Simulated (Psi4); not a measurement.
H$_{4}$S$_{2}$Si (SMILES S[SiH2]S), singlet, at a GFN2-xTB geometry; B3LYP/6-31G, TDDFT run with Psi4.

Here is a job for Psi4.
```
memory 2 GB

molecule mol {
0 1
Si   -0.822684   -0.117697    0.010566
S     0.148188    1.741387    0.478697
S     0.618341   -1.631723   -0.488541
H    -1.529385   -0.463898    1.226962
H    -1.628480    0.012117   -1.186406
H     0.971344    1.760181   -0.560152
H     1.439628   -1.415254    0.529188
symmetry c1
}

set {
  basis 6-31g
  reference rks
  puream true
  save_jk true
  tdscf_states [5]
  tdscf_tda false
  d_convergence 1e-8
}

energy('td-b3lyp')
print_variables()
```

Output, abridged:

```
   => Loading Basis Set <=

    Name: 6-31G
    Role: ORBITAL
    Keyword: BASIS

         ---------------------------------------------------------
                                   SCF
               by Justin Turney, Rob Parrish, Andy Simmonett
                          and Daniel G. A. Smith
                              RKS Reference
         ---------------------------------------------------------

  ==> Geometry <==

    Molecular point group: c1
    Full point group: C1

    Geometry (in Angstrom), charge = 0, multiplicity = 1:

       Center              X                  Y                   Z               Mass
    ------------   -----------------  -----------------  -----------------  -----------------
         SI          -0.830381698992    -0.118798533563     0.010664609396    27.976926534650
         S            0.140490301008     1.740285466437     0.478795609396    31.972071174400
         S            0.610643301008    -1.632824533563    -0.488442390604    31.972071174400
         H           -1.537082698992    -0.464999533563     1.227060609396     1.007825032230
         H           -1.636177698992     0.011015466437    -1.186307390604     1.007825032230
         H            0.963646301008     1.759079466437    -0.560053390604     1.007825032230
         H            1.431930301008    -1.416355533563     0.529286609396     1.007825032230

  Running in c1 symmetry.

  Rotational constants: A =      0.40236  B =      0.08057  C =      0.06984 [cm^-1]
  Rotational constants: A =  12062.42791  B =   2415.53751  C =   2093.76833 [MHz]
  Nuclear repulsion =  194.674030296050518

  Charge       = 0
  Multiplicity = 1
  Electrons    = 50
  Nalpha       = 25
  Nbeta        = 25

  ==> Algorithm <==

  SCF Algorithm Type is DF.
  DIIS enabled.
  MOM disabled.
  Fractional occupation disabled.
  Guess Type is SAD.
  Energy threshold   = 1.00e-06
  Density threshold  = 1.00e-08
  Integral threshold = 1.00e-12

  ==> Primary Basis <==

  Basis Set: 6-31G
    Blend: 6-31G
    Number of shells: 29
    Number of basis functions: 47
    Number of Cartesian functions: 47
    Spherical Harmonics?: true
    Max angular momentum: 1

  ==> DFT Potential <==

   => LibXC <=

    Version 7.1.2
    S. Lehtola, C. Steigemann, M. J. T. Oliveira, and M. A. L. Marques,  SoftwareX 7, 1–5 (2018) (10.1016/j.softx.2017.11.002)

   => Composite Functional: B3LYP <=

    B3LYP Hyb-GGA Exchange-Correlation Functional

    P. J. Stephens, F. J. Devlin, C. F. Chabalowski, and M. J. Frisch,  J. Phys. Chem. 98, 11623 (1994) (10.1021/j100096a001)

    Deriv               =              1
    GGA                 =           TRUE
    Meta                =          FALSE

    Exchange Hybrid     =           TRUE
    MP2 Hybrid          =          FALSE

   => Exchange Functionals <=

    0.0800   Slater exchange
    0.7200         Becke 88

   => Exact (HF) Exchange <=

    0.2000               HF

   => Correlation Functionals <=

    0.1900   Vosko, Wilk & Nusair (VWN5_RPA)
    0.8100   Lee, Yang & Parr

   => LibXC Density Thresholds  <==

    XC_HYB_GGA_XC_B3LYP:  1.00E-15

   => Molecular Quadrature <=

    Radial Scheme          =       TREUTLER
    Pruning Scheme         =           NONE
    Nuclear Scheme         =       TREUTLER

    Blocking Scheme        =         OCTREE
    BS radius alpha        =              1
    Pruning alpha          =              1
    Radial Points          =             75
    Spherical Points       =            302
    Total Points           =         150914
    Total Blocks           =           1185
    Max Points             =            255
    Max Functions          =             45
    Weights Tolerance      =       1.00E-15

   => Loading Basis Set <=

    Name: (6-31G AUX)
    Role: JKFIT
    Keyword: DF_BASIS_SCF

  ==> Integral Setup <==

  SCF_SUBTYPE=INCORE selected. In-core MEM_DF algorithm will be used.
  Using in-core AOs.

  ==> MemDFJK: Density-Fitted J/K Matrices <==

    J tasked:                   Yes
    K tasked:                   Yes
    wK tasked:                   No
    Algorithm:                 Core
    Schwarz Cutoff:           1E-12
    Mask sparsity (%):       2.8972
    Fitting Condition:        1E-10

   => Auxiliary Basis Set <=

  Basis Set: (6-31G AUX)
    Blend: CC-PVDZ-JKFIT
    Number of shells: 144
    Number of basis functions: 428
    Number of Cartesian functions: 490
    Spherical Harmonics?: true
    Max angular momentum: 3

  Minimum eigenvalue in the overlap matrix is 8.5469980057E-03.
  Reciprocal condition number of the overlap matrix is 2.0203080589E-03.
    Using symmetric orthogonalization.

  ==> Pre-Iterations <==

  SCF Guess: Superposition of Atomic Densities via on-the-fly atomic UHF (no occupation information).

   -------------------------
    Irrep   Nso     Nmo
   -------------------------
     A         47      47
   -------------------------
    Total      47      47
   -------------------------

  ==> Iterations <==

                           Total Energy        Delta E     RMS |[F,P]|

   @DF-RKS iter SAD: -1088.11366236147796   -1.08811e+03   0.00000e+00
   @DF-RKS iter   1: -1088.13516865406632   -2.15063e-02   7.27590e-03 DIIS/ADIIS
   @DF-RKS iter   2: -1088.14316225113521   -7.99360e-03   7.13052e-03 DIIS/ADIIS
   @DF-RKS iter   3: -1088.22137026603286   -7.82080e-02   5.23120e-04 DIIS/ADIIS
   @DF-RKS iter   4: -1088.22188374266511   -5.13477e-04   1.48809e-04 DIIS/ADIIS
   @DF-RKS iter   5: -1088.22192914280117   -4.54001e-05   1.24628e-05 DIIS
   @DF-RKS iter   6: -1088.22192942304264   -2.80241e-07   1.99957e-06 DIIS
   @DF-RKS iter   7: -1088.22192943231153   -9.26889e-09   2.03099e-07 DIIS
   @DF-RKS iter   8: -1088.22192943240520   -9.36780e-11   1.86984e-08 DIIS
   @DF-RKS iter   9: -1088.22192943240520    0.00000e+00   1.38099e-09 DIIS
  Energy and wave function converged.

  ==> Post-Iterations <==

   Electrons on quadrature grid:
[...]
  @DF-RKS Final Energy: -1088.22192943240520
    Total Energy =                      -1088.2219294324052044
[...]
**********                               WARNING                                **********
**********       The names of excited state variables changed between 1.5       **********
**********     and 1.6. For a quick solution, remove the symmetry specifier     **********
**********   from the variable name. For full details, see 'Notes on Psivars'   **********
**********                        in the documentation.                         **********
******************************************************************************************

         ---------------------------------------------------------
                         TDSCF excitation energies
                 by Andrew M. James and Daniel G. A. Smith
         ---------------------------------------------------------

  ==> Options <==

     Residual threshold  : 1.0000e-06
     Initial guess       : denominators
     Reference           : RHF
     Solver type         : RPA (Hamiltonian)

  ==> Requested Excitations <==

      5 singlet states with A symmetry

  ==> Seeking the lowest 5 singlet states with A symmetry

                        Generalized Hamiltonian Solver
                              By Andrew M. James

  ==> Options <==

    Max number of iterations        = 60
    Eigenvector tolerance           = 1.0000e-06
    Max number of expansion vectors = 1500

  => Iterations <=
                              Max[D[value]]     Max[|R|]   # vectors
  HamiltonianSolver iter   1:   2.58953e-01  7.12973e-02     20
  HamiltonianSolver iter   2:   2.11583e-03  1.49455e-02     30
  HamiltonianSolver iter   3:   6.62221e-05  4.63399e-03     40
  HamiltonianSolver iter   4:   3.50582e-06  1.37986e-03     50
  HamiltonianSolver iter   5:   1.44954e-07  5.80878e-04     60
  HamiltonianSolver iter   6:   1.53936e-08  1.48212e-04     70
  HamiltonianSolver iter   7:   1.42880e-09  2.48714e-05     80
  HamiltonianSolver iter   8:   6.04053e-11  6.10494e-06     90
  HamiltonianSolver iter   9:   2.27701e-12  2.09636e-06    100
  HamiltonianSolver iter  10:   7.23588e-14  7.50045e-07    104      Converged

******************************************************************************************
**********                               WARNING                                **********
**********  Length-gauge rotatory strengths are **NOT** gauge-origin invariant  **********
******************************************************************************************

                                    Excitation Energy         Total Energy        Oscillator Strength             Rotatory Strength
     #   Sym: GS->ES (Trans)        au              eV              au          au (length)    au (velocity)    au (length)    au (velocity)
    ---- -------------------- --------------- --------------- --------------- --------------- --------------- --------------- ---------------
     1        A->A (1 A)       0.22086         6.00986        -1088.00107      0.0432          0.0373          0.0532          0.0548
     2        A->A (1 A)       0.22455         6.11021        -1087.99738      0.0060          0.0059          0.0022          0.0022
     3        A->A (1 A)       0.22721         6.18264        -1087.99472      0.0028          0.0096         -0.0017         -0.0031
     4        A->A (1 A)       0.24071         6.55017        -1087.98122      0.0334          0.0196         -0.0614         -0.0799
     5        A->A (1 A)       0.25743         7.00506        -1087.96450      0.0137          0.0145          0.0824          0.0821

Contributing excitations and de-excitations
Only contributions with abs(coeff) > 1.00e-01 will be printed:

Excited State    1 (1 A):   0.22086 au   206.30 nm f = 0.0432
  Sums of squares: Xssq =  1.001056e+00; Yssq =  1.055933e-03; Xssq - Yssq =  1.000000e+00
     23a  ->  26a    -0.132209 ( 1.748%)
     24a  ->  27a    -0.320234 (10.255%)
     25a  ->  26a    -0.928185 (86.153%)

Excited State    2 (1 A):   0.22455 au   202.91 nm f = 0.0060
  Sums of squares: Xssq =  1.000881e+00; Yssq =  8.805035e-04; Xssq - Yssq =  1.000000e+00
     24a  ->  26a     0.238359 ( 5.682%)
     25a  ->  27a     0.967840 (93.671%)

Excited State    3 (1 A):   0.22721 au   200.54 nm f = 0.0028
  Sums of squares: Xssq =  1.000197e+00; Yssq =  1.965042e-04; Xssq - Yssq =  1.000000e+00
     24a  ->  26a     0.964396 (93.006%)
     25a  ->  27a    -0.238260 ( 5.677%)

Excited State    4 (1 A):   0.24071 au   189.28 nm f = 0.0334
  Sums of squares: Xssq =  1.001399e+00; Yssq =  1.398850e-03; Xssq - Yssq =  1.000000e+00
     23a  ->  26a     0.237948 ( 5.662%)
     24a  ->  27a    -0.889268 (79.080%)
     25a  ->  26a     0.237020 ( 5.618%)
     25a  ->  28a     0.285984 ( 8.179%)

Excited State    5 (1 A):   0.25743 au   176.99 nm f = 0.0137
  Sums of squares: Xssq =  1.000675e+00; Yssq =  6.747760e-04; Xssq - Yssq =  1.000000e+00
     23a  ->  26a    -0.192800 ( 3.717%)
     24a  ->  27a     0.220721 ( 4.872%)
     24a  ->  29a    -0.148790 ( 2.214%)
     25a  ->  26a    -0.142070 ( 2.018%)
     25a  ->  28a     0.930357 (86.556%)

******************************************************************************************
**********                               WARNING                                **********
**********       The names of excited state variables changed between 1.5       **********
**********     and 1.6. For a quick solution, remove the symmetry specifier     **********
**********   from the variable name. For full details, see 'Notes on Psivars'   **********
**********                        in the documentation.                         **********
******************************************************************************************

  Variable Map:
  ----------------------------------------------------------------------------
[...]
  Array Variable Map:
  ----------------------------------------------------------------------------
[...]
[...]
```
